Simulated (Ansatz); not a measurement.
# Molecular dynamics of CH7BOSi2

The input (input.yaml):

```yaml
crystal:
  periodic: [false, false, false]
  atoms:
    - { symbol: C, position_ang: [-1.784047, -0.121608, 0.104759] }
    - { symbol: Si, position_ang: [0.00352, 0.097472, -0.414904] }
    - { symbol: Si, position_ang: [1.462012, -0.951154, 0.935917] }
    - { symbol: B, position_ang: [0.452901, 1.351606, -1.713187] }
    - { symbol: O, position_ang: [0.352265, 1.863982, -0.477683] }
    - { symbol: H, position_ang: [-2.118667, -1.145792, -0.087753] }
    - { symbol: H, position_ang: [-1.927451, 0.07611, 1.171751] }
    - { symbol: H, position_ang: [-2.443337, 0.550581, -0.451811] }
    - { symbol: H, position_ang: [1.240232, -0.613916, 2.317882] }
    - { symbol: H, position_ang: [2.816309, -0.604063, 0.59672] }
    - { symbol: H, position_ang: [1.31649, -2.376396, 0.800453] }
    - { symbol: H, position_ang: [0.706772, 1.817978, -2.748242] }
basis:
  gaussian: { orbitals: STO-3G }
hamiltonian:
  xc: cam_b3lyp
  dispersion: d4
md:
  timestep: 0.25
  n_steps: 231
  ensemble: nvt_langevin
  temperature: 300.0
  initial_velocities: maxwell_boltzmann
  seed: 248715
  friction: 0.01
  temperature_schedule:
    - { n_steps: 57, end_temperature: 300.0 }
    - { n_steps: 173, end_temperature: 10.0 }
```

Command:

```bash
$ ansatz run input.yaml --threads 1 --pin off --max-ram 2048MiB --backend cpu --events-out ev --progress --plain --runs-dir out
```

It starts from a relaxed structure.

Output, in part (one step line in 4, the closing report, with atoms numbered from 0):

```
md step     0: t =     0.00 fs  T =   275.0 K (target 300.0 K)  F+E_penalty+E_count = -19395.42118317 eV  E_kin = 0.426558 eV  (23 SCF iters)
md step     4: t =     1.00 fs  T =   244.4 K (target 300.0 K)  F+E_penalty+E_count = -19395.38592870 eV  E_kin = 0.379114 eV  (22 SCF iters)
md step     8: t =     2.00 fs  T =   219.1 K (target 300.0 K)  F+E_penalty+E_count = -19395.31679046 eV  E_kin = 0.339895 eV  (22 SCF iters)
md step    12: t =     3.00 fs  T =   189.0 K (target 300.0 K)  F+E_penalty+E_count = -19395.27492608 eV  E_kin = 0.293159 eV  (22 SCF iters)
md step    16: t =     4.00 fs  T =   187.2 K (target 300.0 K)  F+E_penalty+E_count = -19395.28231349 eV  E_kin = 0.290361 eV  (22 SCF iters)
md step    20: t =     5.00 fs  T =   199.5 K (target 300.0 K)  F+E_penalty+E_count = -19395.29601773 eV  E_kin = 0.309506 eV  (24 SCF iters)
md step    24: t =     6.00 fs  T =   167.3 K (target 300.0 K)  F+E_penalty+E_count = -19395.27476329 eV  E_kin = 0.259542 eV  (21 SCF iters)
md step    28: t =     7.00 fs  T =   142.3 K (target 300.0 K)  F+E_penalty+E_count = -19395.24061416 eV  E_kin = 0.220678 eV  (21 SCF iters)
md step    32: t =     8.00 fs  T =   146.8 K (target 300.0 K)  F+E_penalty+E_count = -19395.24481576 eV  E_kin = 0.227685 eV  (21 SCF iters)
md step    36: t =     9.00 fs  T =   184.4 K (target 300.0 K)  F+E_penalty+E_count = -19395.27854623 eV  E_kin = 0.286037 eV  (22 SCF iters)
md step    40: t =    10.00 fs  T =   210.1 K (target 300.0 K)  F+E_penalty+E_count = -19395.29864278 eV  E_kin = 0.325835 eV  (22 SCF iters)
md step    44: t =    11.00 fs  T =   196.8 K (target 300.0 K)  F+E_penalty+E_count = -19395.27755417 eV  E_kin = 0.305220 eV  (22 SCF iters)
md step    48: t =    12.00 fs  T =   191.0 K (target 300.0 K)  F+E_penalty+E_count = -19395.24062483 eV  E_kin = 0.296252 eV  (22 SCF iters)
md step    52: t =    13.00 fs  T =   188.9 K (target 300.0 K)  F+E_penalty+E_count = -19395.21546789 eV  E_kin = 0.293031 eV  (21 SCF iters)
md step    56: t =    14.00 fs  T =   177.7 K (target 300.0 K)  F+E_penalty+E_count = -19395.20815070 eV  E_kin = 0.275685 eV  (22 SCF iters)
md step    60: t =    15.00 fs  T =   170.8 K (target 295.8 K)  F+E_penalty+E_count = -19395.20471035 eV  E_kin = 0.264876 eV  (22 SCF iters)
md step    64: t =    16.00 fs  T =   162.9 K (target 289.1 K)  F+E_penalty+E_count = -19395.19665955 eV  E_kin = 0.252741 eV  (22 SCF iters)
md step    68: t =    17.00 fs  T =   157.9 K (target 282.4 K)  F+E_penalty+E_count = -19395.20163376 eV  E_kin = 0.244998 eV  (22 SCF iters)
md step    72: t =    18.00 fs  T =   183.5 K (target 275.7 K)  F+E_penalty+E_count = -19395.22875166 eV  E_kin = 0.284659 eV  (22 SCF iters)
md step    76: t =    19.00 fs  T =   215.6 K (target 269.0 K)  F+E_penalty+E_count = -19395.25666378 eV  E_kin = 0.334351 eV  (22 SCF iters)
md step    80: t =    20.00 fs  T =   210.4 K (target 262.3 K)  F+E_penalty+E_count = -19395.23888289 eV  E_kin = 0.326393 eV  (22 SCF iters)
md step    84: t =    21.00 fs  T =   161.7 K (target 255.6 K)  F+E_penalty+E_count = -19395.18863899 eV  E_kin = 0.250835 eV  (22 SCF iters)
md step    88: t =    22.00 fs  T =   133.7 K (target 248.9 K)  F+E_penalty+E_count = -19395.15504805 eV  E_kin = 0.207362 eV  (22 SCF iters)
md step    92: t =    23.00 fs  T =   141.3 K (target 242.2 K)  F+E_penalty+E_count = -19395.16945530 eV  E_kin = 0.219247 eV  (22 SCF iters)
md step    96: t =    24.00 fs  T =   180.5 K (target 235.5 K)  F+E_penalty+E_count = -19395.21519791 eV  E_kin = 0.279995 eV  (22 SCF iters)
md step   100: t =    25.00 fs  T =   189.4 K (target 228.8 K)  F+E_penalty+E_count = -19395.23588413 eV  E_kin = 0.293713 eV  (22 SCF iters)
md step   104: t =    26.00 fs  T =   176.0 K (target 222.1 K)  F+E_penalty+E_count = -19395.22262215 eV  E_kin = 0.273033 eV  (22 SCF iters)
md step   108: t =    27.00 fs  T =   180.0 K (target 215.3 K)  F+E_penalty+E_count = -19395.22613671 eV  E_kin = 0.279192 eV  (22 SCF iters)
md step   112: t =    28.00 fs  T =   183.9 K (target 208.6 K)  F+E_penalty+E_count = -19395.25143395 eV  E_kin = 0.285273 eV  (22 SCF iters)
md step   116: t =    29.00 fs  T =   180.5 K (target 201.9 K)  F+E_penalty+E_count = -19395.25858123 eV  E_kin = 0.280012 eV  (22 SCF iters)
md step   120: t =    30.00 fs  T =   164.8 K (target 195.2 K)  F+E_penalty+E_count = -19395.23574876 eV  E_kin = 0.255686 eV  (22 SCF iters)
md step   124: t =    31.00 fs  T =   152.5 K (target 188.5 K)  F+E_penalty+E_count = -19395.19091116 eV  E_kin = 0.236507 eV  (22 SCF iters)
md step   128: t =    32.00 fs  T =   125.6 K (target 181.8 K)  F+E_penalty+E_count = -19395.14327700 eV  E_kin = 0.194865 eV  (22 SCF iters)
md step   132: t =    33.00 fs  T =   117.0 K (target 175.1 K)  F+E_penalty+E_count = -19395.11809492 eV  E_kin = 0.181452 eV  (22 SCF iters)
md step   136: t =    34.00 fs  T =   114.3 K (target 168.4 K)  F+E_penalty+E_count = -19395.10992402 eV  E_kin = 0.177307 eV  (22 SCF iters)
md step   140: t =    35.00 fs  T =   108.1 K (target 161.7 K)  F+E_penalty+E_count = -19395.10166871 eV  E_kin = 0.167644 eV  (22 SCF iters)
md step   144: t =    36.00 fs  T =   109.2 K (target 155.0 K)  F+E_penalty+E_count = -19395.10830236 eV  E_kin = 0.169357 eV  (22 SCF iters)
md step   148: t =    37.00 fs  T =   126.8 K (target 148.3 K)  F+E_penalty+E_count = -19395.14485368 eV  E_kin = 0.196651 eV  (19 SCF iters)
md step   152: t =    38.00 fs  T =   152.8 K (target 141.6 K)  F+E_penalty+E_count = -19395.18057501 eV  E_kin = 0.237067 eV  (21 SCF iters)
md step   156: t =    39.00 fs  T =   149.7 K (target 134.9 K)  F+E_penalty+E_count = -19395.18437868 eV  E_kin = 0.232266 eV  (24 SCF iters)
md step   160: t =    40.00 fs  T =   141.9 K (target 128.2 K)  F+E_penalty+E_count = -19395.17321448 eV  E_kin = 0.220079 eV  (22 SCF iters)
md step   164: t =    41.00 fs  T =   142.7 K (target 121.5 K)  F+E_penalty+E_count = -19395.16691165 eV  E_kin = 0.221385 eV  (22 SCF iters)
md step   168: t =    42.00 fs  T =   135.1 K (target 114.8 K)  F+E_penalty+E_count = -19395.16990437 eV  E_kin = 0.209611 eV  (22 SCF iters)
md step   172: t =    43.00 fs  T =   138.6 K (target 108.1 K)  F+E_penalty+E_count = -19395.18645848 eV  E_kin = 0.214957 eV  (22 SCF iters)
md step   176: t =    44.00 fs  T =   148.7 K (target 101.4 K)  F+E_penalty+E_count = -19395.20333315 eV  E_kin = 0.230604 eV  (22 SCF iters)
md step   180: t =    45.00 fs  T =   154.1 K (target 94.7 K)  F+E_penalty+E_count = -19395.20465701 eV  E_kin = 0.239103 eV  (22 SCF iters)
md step   184: t =    46.00 fs  T =   130.6 K (target 87.9 K)  F+E_penalty+E_count = -19395.18797929 eV  E_kin = 0.202641 eV  (22 SCF iters)
md step   188: t =    47.00 fs  T =   117.1 K (target 81.2 K)  F+E_penalty+E_count = -19395.16976707 eV  E_kin = 0.181707 eV  (21 SCF iters)
md step   192: t =    48.00 fs  T =   115.6 K (target 74.5 K)  F+E_penalty+E_count = -19395.17027738 eV  E_kin = 0.179378 eV  (22 SCF iters)
md step   196: t =    49.00 fs  T =   132.2 K (target 67.8 K)  F+E_penalty+E_count = -19395.19205635 eV  E_kin = 0.205076 eV  (22 SCF iters)
md step   200: t =    50.00 fs  T =   141.0 K (target 61.1 K)  F+E_penalty+E_count = -19395.20825952 eV  E_kin = 0.218697 eV  (25 SCF iters)
md step   204: t =    51.00 fs  T =   129.6 K (target 54.4 K)  F+E_penalty+E_count = -19395.19719318 eV  E_kin = 0.201037 eV  (22 SCF iters)
md step   208: t =    52.00 fs  T =   107.1 K (target 47.7 K)  F+E_penalty+E_count = -19395.16421084 eV  E_kin = 0.166103 eV  (21 SCF iters)
md step   212: t =    53.00 fs  T =    96.0 K (target 41.0 K)  F+E_penalty+E_count = -19395.14052290 eV  E_kin = 0.148841 eV  (22 SCF iters)
md step   216: t =    54.00 fs  T =   106.4 K (target 34.3 K)  F+E_penalty+E_count = -19395.15680262 eV  E_kin = 0.164964 eV  (22 SCF iters)
md step   220: t =    55.00 fs  T =   135.1 K (target 27.6 K)  F+E_penalty+E_count = -19395.20675085 eV  E_kin = 0.209559 eV  (22 SCF iters)
md step   224: t =    56.00 fs  T =   162.3 K (target 20.9 K)  F+E_penalty+E_count = -19395.25594674 eV  E_kin = 0.251675 eV  (22 SCF iters)
md step   228: t =    57.00 fs  T =   168.2 K (target 14.2 K)  F+E_penalty+E_count = -19395.27371120 eV  E_kin = 0.260841 eV  (21 SCF iters)
md step   231: t =    57.75 fs  T =   161.7 K (target 10.0 K)  F+E_penalty+E_count = -19395.26624141 eV  E_kin = 0.250782 eV  (25 SCF iters)
Total energy: -19395.26634394 eV, -712.7628915562 hartree
Atom 0 at    -1.725180    -0.096374     0.299437 Å, force     1.296259     0.932615     0.498015 eV/Å
Atom 1 at     0.021562     0.082032    -0.418184 Å, force    -0.245939     0.124185     0.148531 eV/Å
Atom 2 at     1.408972    -1.102161     0.930668 Å, force    -0.124792     0.138942     0.588600 eV/Å
Atom 3 at     0.457037     1.520463    -1.583498 Å, force    -0.027355    -0.625783     0.278684 eV/Å
Atom 4 at     0.379923     1.861357    -0.293225 Å, force     0.123408    -0.051816    -0.023140 eV/Å
Atom 5 at    -2.260485    -0.947150    -0.052008 Å, force    -0.510435    -1.080833    -0.422889 eV/Å
Atom 6 at    -1.693152    -0.122622     1.397408 Å, force     0.042282    -0.189516    -0.202963 eV/Å
Atom 7 at    -2.288622     0.781448     0.041098 Å, force    -0.599188     0.629866    -0.279071 eV/Å
Atom 8 at     1.274746    -0.601283     2.309629 Å, force    -0.001255    -0.409967    -0.735555 eV/Å
Atom 9 at     2.775723    -0.898102     0.561852 Å, force     0.238322    -0.038537    -0.096124 eV/Å
Atom 10 at     1.149294    -2.542142     0.911303 Å, force    -0.018882     0.658087    -0.020457 eV/Å
Atom 11 at     0.746983     2.072396    -2.577429 Å, force    -0.172425    -0.087242     0.266370 eV/Å
Dipole moment:    -0.066715    -0.266529    -0.015567 e Å
```

The run went to its last step. The schedule's set-point averaged 105 K over the second half and the system 135 K, so it lags behind the ramp. A run of 0.058 ps of so small a system gives no equilibrium averages. Limits of this set-up: minimal basis.

The same pairs are bonded in the first frame and the last. Pairs count as bonded within 1.25 times the sum of covalent radii (0.12 Å more for H–H).

Last frame:

```xyz
12
Properties=species:S:1:pos:R:3
C -1.725 -0.096 0.299
Si 0.022 0.082 -0.418
Si 1.409 -1.102 0.931
B 0.457 1.520 -1.583
O 0.380 1.861 -0.293
H -2.260 -0.947 -0.052
H -1.693 -0.123 1.397
H -2.289 0.781 0.041
H 1.275 -0.601 2.310
H 2.776 -0.898 0.562
H 1.149 -2.542 0.911
H 0.747 2.072 -2.577
```

The run took 8.8 min on 1 thread of AMD EPYC 7R13 Processor (Zen 3) (shared host), peak memory 0.13 GiB.
